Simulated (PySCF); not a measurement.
ZnI, SMILES [I][Zn+], charge +1.

Coordinates come from a B3LYP-D3(BJ)/def2-TZVP optimisation. The multiplicity is an assumed one; other spin states were not compared. The def2 effective core potentials stand for the cores of I; spin–orbit coupling is left out.

Method: PBE0/def2-TZVPD in PySCF.

Isolated molecule, no solvent.

| Quantity | Result |
|---|---|
| total energy | -2076.58805 hartree |
| point group | C∞v |
| highest occupied level | -13.21 eV |
| lowest empty level | -10.30 eV |
| orbital gap | 2.91 eV |
| dipole moment about the centre of nuclear charge | 6.45 D |
| mean static polarisability | 51.9 bohr³ (7.70 Å³) |
| polarisability, principal values | 40.2, 40.2, 75.4 bohr³ |
